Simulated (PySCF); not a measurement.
Compound: C6H13P.
Cartesian coordinates in Å at the GFN2-xTB level; atoms count from 1:
```
atom  x, y, z in Å
C1    -2.3786    0.5190   -1.2893
C2    -1.2528   -0.1289   -0.4897
C3    -1.6479   -0.2953    0.9741
P4     0.2900    0.9354   -0.6098
C5     1.5237   -0.3149   -0.0664
C6     2.0593   -0.2304    1.3358
C7     2.9341    0.1388    0.1850
H8    -2.6084    1.5054   -0.8898
H9    -2.0975    0.6308   -2.3356
H10   -3.2798   -0.0903   -1.2375
H11   -1.0248   -1.1136   -0.9185
H12   -0.8519   -0.7786    1.5377
H13   -2.5486   -0.9018    1.0602
H14   -1.8457    0.6771    1.4225
H15    0.4741    0.6933   -1.9822
H16    1.3912   -1.3088   -0.4850
H17    2.2563   -1.1514    1.8650
H18    1.6972    0.5665    1.9693
H19    3.7399   -0.5258   -0.0902
H20    3.1651    1.1843    0.0415
```

Method: TDDFT PBE0/def2-SVPD, vertical, gas phase, core orbitals frozen in the response in PySCF 2.14.0, density-fitted response routines.

Ground-to-excited transition dipoles (e·a0, same axes as the geometry; the sign carries no meaning), for the states with f of 0.002 or more among the lowest 7:

| state | E (eV) | μx | μy | μz |
| --- | --- | --- | --- | --- |
| S1 | 6.381 | -0.432 | -0.164 | 0.250 |
| S2 | 6.534 | 0.655 | -0.134 | 0.331 |
| S3 | 7.090 | 0.106 | -0.241 | -0.360 |
| S4 | 7.270 | -0.218 | -0.446 | -0.013 |
| S5 | 7.285 | 0.005 | -0.562 | -0.078 |
| S6 | 7.482 | 0.014 | -0.002 | -0.283 |
| S7 | 7.562 | -0.041 | 0.142 | -0.053 |

Task: What oscillator strength does each state have?

Result: f = (2/3) ΔE |μ|² with ΔE in hartree (27.2114 eV).

```csv
state,|μ|² (au),|μ| (D),f
S1,0.276,1.33,0.043
S2,0.557,1.90,0.089
S3,0.199,1.13,0.035
S4,0.246,1.26,0.044
S5,0.322,1.44,0.057
S6,0.081,0.72,0.015
S7,0.025,0.40,0.005
```

Task: Which bond between heavy atoms lies closest to the direction of the S2 transition dipole?

Result: C1–C2, at 17° from it; next C5–C7 and P4–C5 at 32°.

Task: What angle do the transition dipoles of S4 and S6 make?

Result: |cos θ| = |μa·μb| / (|μa| |μb|) = 0.01, so θ ≈ 89° (taken between 0 and 90°, since the signs are arbitrary).

Task: What peak molar absorption coefficient would the strongest computed level give as a lone Gaussian band 0.4 eV wide at half height?

Result: ε(max) = 2.175×10⁸ f / FWHM, with the width in cm⁻¹. S2: 2.175×10⁸ × 0.0891 / 3226 ≈ 6000 L mol⁻¹ cm⁻¹.

One conformer stands for the species.

Without π bonds the low states may be Rydberg-like; a valence basis with one diffuse set may place them up to an eV too high.
